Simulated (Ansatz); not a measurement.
**Nudged elastic band run: Cl2GeH2O**

Input:

```yaml
crystal:
  periodic: [false, false, false]
  atoms:
    - { symbol: Ge, position_ang: [0.172263, -0.088248, 0.420978] }
    - { symbol: H, position_ang: [-0.195967, 0.115941, 1.898418] }
    - { symbol: O, position_ang: [1.947626, -0.331679, 0.35237] }
    - { symbol: H, position_ang: [2.303792, -0.471602, -0.545888] }
    - { symbol: Cl, position_ang: [-0.404446, 1.65875, -0.788539] }
    - { symbol: Cl, position_ang: [-0.86997, -1.835263, -0.42114] }
basis:
  gaussian: { orbitals: def2-SVPD }
hamiltonian:
  xc: blyp
neb:
  order_check: false
  images: 5
  f_tol: 0.03
  max_iterations: 60
  final_atoms:
    - { symbol: Ge, position_ang: [-0.68824446, 0.5325481, 0.64466216] }
    - { symbol: H, position_ang: [1.39976131, -1.18840083, 0.68255624] }
    - { symbol: O, position_ang: [1.50125972, -0.22935636, 0.86771571] }
    - { symbol: H, position_ang: [1.9134147, 0.15085441, 0.06108118] }
    - { symbol: Cl, position_ang: [0.02902137, 1.4216084, -1.37097558] }
    - { symbol: Cl, position_ang: [-1.20191464, -1.63935472, 0.03115929] }
  initial_path:
    images:
      - { positions_ang: [[0.172263, -0.088248, 0.420978], [-0.195967, 0.115941, 1.898418], [1.947626, -0.331679, 0.35237], [2.303792, -0.471602, -0.545888], [-0.404446, 1.65875, -0.788539], [-0.86997, -1.835263, -0.42114]] }
      - { positions_ang: [[0.11465031, -0.05874662, 0.28136369], [0.1808844, 0.08139893, 1.7593456], [1.9335906, -0.22164725, 0.40159773], [2.27502, -0.63308294, -0.23361811], [-0.61801053, 1.70845536, -0.77504927], [-0.93283678, -1.82847848, -0.51744064]] }
      - { positions_ang: [[0.05703761, -0.02924524, 0.14174937], [0.5577358, 0.04685686, 1.6202732], [1.91955521, -0.11161551, 0.45082546], [2.246248, -0.79456388, 0.07865179], [-0.83157506, 1.75816073, -0.76155954], [-0.99570357, -1.82169395, -0.61374129]] }
      - { positions_ang: [[-0.00057508, 0.00025614, 0.00213506], [0.9345872, 0.01231479, 1.4812008], [1.90551981, -0.00158376, 0.5000532], [2.21747601, -0.95604482, 0.39092168], [-1.04513959, 1.80786609, -0.74806981], [-1.05857035, -1.81490943, -0.71004193]] }
      - { positions_ang: [[-0.22979821, 0.17768679, 0.21631076], [1.08964524, -0.38792375, 1.21498595], [1.77076645, -0.07750796, 0.62260737], [2.11612224, -0.58707841, 0.28097485], [-0.68708594, 1.67911353, -0.95570507], [-1.10635178, -1.7563912, -0.46297486]] }
      - { positions_ang: [[-0.45902134, 0.35511745, 0.43048646], [1.24470327, -0.78816229, 0.94877109], [1.63601309, -0.15343216, 0.74516154], [2.01476847, -0.218112, 0.17102802], [-0.32903229, 1.55036096, -1.16334032], [-1.15413321, -1.69787296, -0.21590778]] }
      - { positions_ang: [[-0.68824446, 0.5325481, 0.64466216], [1.39976131, -1.18840083, 0.68255624], [1.50125972, -0.22935636, 0.86771571], [1.9134147, 0.15085441, 0.06108118], [0.02902137, 1.4216084, -1.37097558], [-1.20191464, -1.63935472, 0.03115929]] }
```

Run as:

```bash
$ ansatz run input.yaml --threads 4 --pin off --max-ram 5120MiB --backend cpu --events-out ev --progress --plain --runs-dir out
```

Output, in part (warnings, iteration lines, the closing report on the highest movable image, with atoms numbered from 0):

```
NEB end point (image 0): max|allowed force component| = 1.863e-3 eV/Å (the criterion of neb.relax_end_points is 1.000e-2)
NEB end point (image 6): max|allowed force component| = 1.462e-2 eV/Å (the criterion of neb.relax_end_points is 1.000e-2)
NEB iter   1: max|band force component| = 3.313e1 eV/Å  barrier→ = 6.8551 eV  barrier← = 7.1464 eV  Δτ_max = 0.1986 Å  (213 SCF iters)
NEB iter   2: max|band force component| = 5.308e0 eV/Å  barrier→ = 2.1855 eV  barrier← = 2.4769 eV  Δτ_max = 0.1938 Å  (187 SCF iters)
NEB iter   3: max|band force component| = 2.833e0 eV/Å  barrier→ = 1.6529 eV  barrier← = 1.9443 eV  Δτ_max = 0.1902 Å  (191 SCF iters)
NEB iter   4: max|band force component| = 1.596e0 eV/Å  barrier→ = 1.0857 eV  barrier← = 1.3771 eV  Δτ_max = 0.1962 Å  (178 SCF iters)
NEB iter   5: max|band force component| = 1.342e0 eV/Å  barrier→ = 1.0877 eV  barrier← = 1.3791 eV  Δτ_max = 0.1976 Å  (171 SCF iters)
NEB iter   6: max|band force component| = 7.871e-1 eV/Å  barrier→ = 1.0504 eV  barrier← = 1.3417 eV  Δτ_max = 0.1960 Å  (163 SCF iters)
NEB iter   7: max|band force component| = 8.125e-1 eV/Å  barrier→ = 1.0297 eV  barrier← = 1.3210 eV  Δτ_max = 0.0997 Å  (172 SCF iters)
NEB iter   8: max|band force component| = 1.686e0 eV/Å  barrier→ = 1.0513 eV  barrier← = 1.3426 eV  CI = image 2  Δτ_max = 0.1921 Å  (157 SCF iters)
NEB iter   9: max|band force component| = 2.041e0 eV/Å  barrier→ = 1.2548 eV  barrier← = 1.5462 eV  CI = image 2  Δτ_max = 0.1963 Å  (164 SCF iters)
NEB iter  10: max|band force component| = 1.991e0 eV/Å  barrier→ = 1.4390 eV  barrier← = 1.7304 eV  CI = image 2  Δτ_max = 0.1910 Å  (167 SCF iters)
NEB iter  11: max|band force component| = 1.787e0 eV/Å  barrier→ = 1.6750 eV  barrier← = 1.9663 eV  CI = image 2  Δτ_max = 0.1958 Å  (163 SCF iters)
NEB iter  12: max|band force component| = 7.894e-1 eV/Å  barrier→ = 1.9696 eV  barrier← = 2.2610 eV  CI = image 2  Δτ_max = 0.1449 Å  (162 SCF iters)
NEB iter  13: max|band force component| = 4.331e-1 eV/Å  barrier→ = 1.9343 eV  barrier← = 2.2256 eV  CI = image 2  Δτ_max = 0.0542 Å  (164 SCF iters)
NEB iter  14: max|band force component| = 1.492e-1 eV/Å  barrier→ = 1.9201 eV  barrier← = 2.2114 eV  CI = image 2  Δτ_max = 0.0253 Å  (166 SCF iters)
NEB iter  15: max|band force component| = 5.232e-2 eV/Å  barrier→ = 1.9193 eV  barrier← = 2.2106 eV  CI = image 2  Δτ_max = 0.0071 Å  (165 SCF iters)
NEB iter  16: max|band force component| = 3.663e-2 eV/Å  barrier→ = 1.9189 eV  barrier← = 2.2103 eV  CI = image 2  Δτ_max = 0.0121 Å  (142 SCF iters)
NEB iter  17: max|band force component| = 2.885e-2 eV/Å  barrier→ = 1.9186 eV  barrier← = 2.2100 eV  CI = image 2  Δτ_max = 0.0000 Å  (322 SCF iters)
Total energy: -83629.19520069 eV, -3073.3162377211 hartree
Atom 0 at    -0.233220     0.040959     0.386784 Å, force    -0.023545    -0.002412    -0.019911 eV/Å
Atom 1 at     0.869233    -0.058921     1.593553 Å, force     0.014791     0.007923     0.024079 eV/Å
Atom 2 at     1.776364    -0.002780     0.376611 Å, force    -0.013695    -0.013087     0.003235 eV/Å
Atom 3 at     2.157562    -0.882238     0.158115 Å, force     0.018399     0.001578    -0.009556 eV/Å
Atom 4 at    -0.792427     1.765436    -0.896473 Å, force     0.002273     0.002941    -0.000014 eV/Å
Atom 5 at    -0.824213    -1.814557    -0.702390 Å, force     0.001777     0.003056     0.002167 eV/Å
Dipole moment:     0.168831    -0.215196     0.364618 e Å
```

It converged. Neighbouring images differ by up to 1.9 eV, so the band resolves the path poorly. A vibrational analysis at the climbing image gives one clearly imaginary mode, 1227i cm⁻¹: a first-order saddle point. The orbitals stay closed-shell, which can raise the energy where a bond breaks towards radicals; this wasn't checked here.

Final band (atoms are numbered from 1 in the order of the input):

```json
{"image": "0", "path coordinate (Å)": "0.00", "energy (kJ/mol)": "0.0", "Ge1–H2 (Å)": "1.54", "Ge1–O3 (Å)": "1.79", "H2–O3 (Å)": "2.68"}
{"image": "1", "path coordinate (Å)": "1.03", "energy (kJ/mol)": "15.6", "Ge1–H2 (Å)": "1.53", "Ge1–O3 (Å)": "1.80", "H2–O3 (Å)": "2.59"}
{"image": "2", "path coordinate (Å)": "2.06", "energy (kJ/mol)": "185.1", "Ge1–H2 (Å)": "1.64", "Ge1–O3 (Å)": "2.01", "H2–O3 (Å)": "1.52"}
{"image": "3", "path coordinate (Å)": "2.88", "energy (kJ/mol)": "2.5", "Ge1–H2 (Å)": "2.40", "Ge1–O3 (Å)": "2.35", "H2–O3 (Å)": "0.98"}
{"image": "4", "path coordinate (Å)": "3.69", "energy (kJ/mol)": "-18.8", "Ge1–H2 (Å)": "2.90", "Ge1–O3 (Å)": "2.39", "H2–O3 (Å)": "0.98"}
{"image": "5", "path coordinate (Å)": "4.51", "energy (kJ/mol)": "-23.3", "Ge1–H2 (Å)": "2.87", "Ge1–O3 (Å)": "2.37", "H2–O3 (Å)": "0.98"}
{"image": "6", "path coordinate (Å)": "5.33", "energy (kJ/mol)": "-28.1", "Ge1–H2 (Å)": "2.71", "Ge1–O3 (Å)": "2.33", "H2–O3 (Å)": "0.98"}
```

The run took 50 s on 4 threads of AMD EPYC 9R45 96-Core Processor (Zen 5), with other jobs on the host, peak memory 0.22 GiB.
